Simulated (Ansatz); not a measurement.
Reaction (formal hydrolysis of the Sn–Si bond): `[OH][Sn]([F])([F])[SiH3]` + H₂O → `[OH][Sn]([OH])([F])[F]` + SiH₄

Calculated with Ansatz (gas phase, PBE0-D4/def2-TZVP geometries, no zero-point term in ΔE). CCSD(T)/CBS adds triple-zeta CCSD(T) − MP2 to the extrapolated MP2 energy (def2 sets, frozen cores). This one scheme is used for every species. DFT in def2-TZVPP. B3LYP here is the variant with VWN-RPA as its local correlation; programs differ in this. HSE06 is defined as in plane-wave codes. Elements past krypton have def2 core potentials. For Sn outer-core shells are correlated without core-valence functions, which leaves a few kJ/mol of doubt a bond. Each species was taken in one conformer, which may not be the lowest.

`[OH][Sn]([F])([F])[SiH3]`:

Cartesian coordinates in Å:
```
O -1.875 0.642 1.144
Sn -0.183 -0.234 0.780
F -0.462 -2.088 1.168
F 0.982 0.269 2.213
Si 0.811 0.185 -1.538
H -2.216 0.462 2.025
H 2.088 -0.561 -1.595
H 1.020 1.644 -1.667
H -0.166 -0.320 -2.529
```

H₂O:

```xyz
3

O    -0.087   -0.344    0.159
H     0.159   -0.168   -0.751
H    -0.072    0.512    0.592
```

`[OH][Sn]([OH])([F])[F]`:

Z-matrix (Å, degrees):
```
Sn
O 1 1.922
F 1 1.899 2 107.5
O 1 1.922 2 111.7 3 123.7
F 1 1.899 2 112.4 3 -115.4
H 2 0.962 1 112.3 3 18.4
H 4 0.962 1 112.3 2 142.1
```

SiH₄:

Cartesian coordinates in Å:
```
Si 0.000 0.000 0.000
H 1.257 -0.501 0.611
H -0.904 -1.144 -0.281
H 0.314 0.706 -1.268
H -0.666 0.939 0.937
```

```
             level  ΔE (kJ/mol)  difference from CCSD(T)/CBS
       LDA (SPW92)         46.3                         15.2
            PBE-D4         41.9                         10.8
         revPBE-D4         37.4                          6.3
         r2SCAN-D4         30.6                         -0.5
            B97M-V         21.8                         -9.3
           PBE0-D4         42.2                         11.1
          B3LYP-D4         34.9                          3.8
        r2SCANh-D4         32.5                          1.4
        r2SCAN0-D4         35.0                          3.9
          HSE06-D4         42.2                         11.1
          BHLYP-D4         33.6                          2.5
      CAM-B3LYP-D4         29.3                         -1.8
           ωB97X-V         27.2                         -3.9
           ωB97M-V         30.5                         -0.6
            B2PLYP         26.2                         -4.9
          PBE-QIDH         32.7                          1.6
               PBE         39.7                          8.6
            revPBE         37.7                          6.6
              BLYP         29.6                         -1.5
            r2SCAN         29.9                         -1.2
              PBE0         40.0                          8.9
             B3LYP         31.2                          0.1
           r2SCANh         31.8                          0.7
           r2SCAN0         34.1                          3.0
             HSE06         39.9                          8.8
         CAM-B3LYP         26.6                         -4.5
           LC-ωPBE         29.8                         -1.3
RPA@PBE/def2-TZVPP         19.1                        -12.0
       HF/def2-SVP         31.6                          0.5
     CCSD/def2-SVP         22.7                         -8.4
  CCSD(T)/def2-SVP         22.0                         -9.1
     HF/def2-TZVPP         15.4                        -15.7
    MP2/def2-TZVPP         25.9                         -5.2
   CCSD/def2-TZVPP         25.8                         -5.3
     HF/def2-QZVPP         14.0                        -17.1
    MP2/def2-QZVPP         29.0                         -2.1
SCS-MP2/def2-QZVPP         22.6                         -8.5
      HF/CBS(def2)         13.8                        -17.3
     MP2/CBS(def2)         32.1                          1.0
    CCSD/CBS(def2)         32.0                          0.9
       CCSD(T)/CBS         31.1                            0
```

Largest T1 diagnostic among the species: 0.015.

Leaving LDA and LC-ωPBE aside and taking each functional with its dispersion term where it has one, the values spread over 20.4 kJ/mol, from B97M-V to PBE0-D4. LDA lies +6.6 kJ/mol from PBE without D4. In def2-TZVPP, CCSD(T) changes the Hartree–Fock value by +9.5 kJ/mol (the triples alone add −0.9 kJ/mol) and MP2 by +10.5 kJ/mol.
